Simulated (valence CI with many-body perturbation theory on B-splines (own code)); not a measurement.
# Dy⁴³⁺: calculated level list

Level of theory: relativistic CI+MBPT: five valence electrons over a frozen Dirac-Fock core [Ar], radial functions for each j: 7 s, 7 p, 8 d, 6 f, 4 g, 1 h, with the one-electron correlation potential Σ1, the two-electron term Σ2, the three-electron term Σ3, Breit, model QED; selected CI, second order for the rest (own B-spline code, finite nucleus).

No measured spectrum was set against this ion. As an estimate, large intervals hold to a few tenths of a per cent, small ones and those within an open d or f shell to about a per cent. Among the levels kept, up to 250 cm⁻¹ of a level comes from second order outside the variational space, and about a tenth of that is noise between levels of different J, which matters for small intervals. Only levels of the ground parity were solved; by the run's estimate the other parity begins above the list, which can be wrong where configurations are misplaced.

Levels 1 to 37 of 37, with energies above the lowest level, (3d3/2^4 3d5/2) J=5/2. "Leading %" is the weight of the configuration and term that name the level; weights of strongly mixed levels are sums over their largest components and can fall short. In the jj column 3d3/2^4 stands for four electrons in 3d with j = 3/2. Lifetimes count E1, E2, E3, M1 and M2 decay at the calculated energies, and are blank where another channel may lead or the interval is too uncertain; long ones can be off by a factor of two.

```
No.  Configuration  Term     J  E (eV)  Leading %      g  Lifetime               Leading jj
  1            3d5    4P   5/2    0.00         28  1.361               3d3/2^4 3d5/2 (92 %)
  2            3d5    6S   5/2   30.36         38  1.329   1.85 μs   3d3/2^3 3d5/2^2 (87 %)
  3            3d5    4G   7/2   40.88         36  1.154   3.55 μs   3d3/2^3 3d5/2^2 (99 %)
  4            3d5    4D   3/2   42.14         39  1.192   1.36 μs   3d3/2^3 3d5/2^2 (98 %)
  5            3d5    2H  11/2   42.24         41  1.113             3d3/2^3 3d5/2^2 (98 %)
  6            3d5    4G   9/2   46.46         34  1.138    709 μs   3d3/2^3 3d5/2^2 (95 %)
  7            3d5    4D   5/2   49.05         32  1.140   21.4 μs   3d3/2^3 3d5/2^2 (90 %)
  8            3d5    4P   1/2   51.11         48  1.837   98.9 μs   3d3/2^3 3d5/2^2 (86 %)
  9            3d5    2F   7/2   53.51         39  1.088   34.6 μs   3d3/2^3 3d5/2^2 (96 %)
 10            3d5    2D   3/2   65.77         58  0.793   9.58 μs   3d3/2^3 3d5/2^2 (82 %)
 11            3d5    2D   5/2   70.72         30  1.268    755 ns   3d3/2^2 3d5/2^3 (86 %)
 12            3d5    4D   7/2   77.51         52  1.211   1.45 μs   3d3/2^2 3d5/2^3 (98 %)
 13            3d5    2I  11/2   78.21         51  1.082   2.12 μs   3d3/2^2 3d5/2^3 (98 %)
 14            3d5    4G   9/2   79.98         58  1.142   2.15 μs   3d3/2^2 3d5/2^3 (95 %)
 15            3d5    2I  13/2   82.71        100  1.068   10.7 μs  3d3/2^2 3d5/2^3 (100 %)
 16            3d5    4D   1/2   83.15         77  0.508   1.17 μs   3d3/2^2 3d5/2^3 (97 %)
 17            3d5    4P   3/2   84.34         53  1.176    739 ns   3d3/2^2 3d5/2^3 (96 %)
 18            3d5    2F   5/2   85.73         42  1.020   1.39 μs   3d3/2^2 3d5/2^3 (95 %)
 19            3d5    2H   9/2   90.33         53  1.100   1.08 μs  3d3/2^2 3d5/2^3 (100 %)
 20            3d5    2G   7/2   92.45         61  0.983   3.85 μs   3d3/2^2 3d5/2^3 (99 %)
 21            3d5    4F   5/2   94.00         62  1.043   1.06 μs   3d3/2^2 3d5/2^3 (97 %)
 22            3d5    2D   3/2   95.41         87  0.835   2.73 μs   3d3/2^2 3d5/2^3 (81 %)
 23            3d5    2G   7/2   99.60         44  1.038   1.89 μs   3d3/2^2 3d5/2^3 (93 %)
 24            3d5    4P   1/2   99.76         37  1.792   1.25 μs   3d3/2^2 3d5/2^3 (77 %)
 25            3d5    2G   9/2  106.96         75  1.104   3.18 μs   3d3/2^2 3d5/2^3 (94 %)
 26            3d5    4P   5/2  117.04         33  1.255    484 ns     3d3/2 3d5/2^4 (86 %)
 27            3d5    2P   3/2  120.62         73  1.179   2.99 μs   3d3/2^2 3d5/2^3 (95 %)
 28            3d5    2D   5/2  122.76         66  1.130   1.20 μs   3d3/2^2 3d5/2^3 (76 %)
 29            3d5    4F   7/2  125.12         30  1.184    664 ns     3d3/2 3d5/2^4 (99 %)
 30            3d5    2H  11/2  126.73         57  1.065    817 ns     3d3/2 3d5/2^4 (99 %)
 31            3d5    2D   3/2  128.18         31  0.955    524 ns     3d3/2 3d5/2^4 (95 %)
 32            3d5    2G   9/2  133.46         60  1.110    955 ns     3d3/2 3d5/2^4 (94 %)
 33            3d5    2D   5/2  137.38         66  1.110    855 ns     3d3/2 3d5/2^4 (81 %)
 34            3d5    2G   7/2  140.12         57  0.997    937 ns     3d3/2 3d5/2^4 (95 %)
 35            3d5    2P   1/2  148.00         59  1.166    881 ns     3d3/2 3d5/2^4 (86 %)
 36            3d5    2D   3/2  160.85         75  0.874    630 ns     3d3/2 3d5/2^4 (93 %)
 37            3d5    2D   5/2  172.98         45  1.146    366 ns           3d5/2^5 (91 %)
```

The ionisation energy to 3d4 3P_0 of the next ion comes out as 3444.8 eV (NIST: 3445 ± 4 eV (theoretical)). All 37 levels together are meant to be complete up to 179.91 eV.
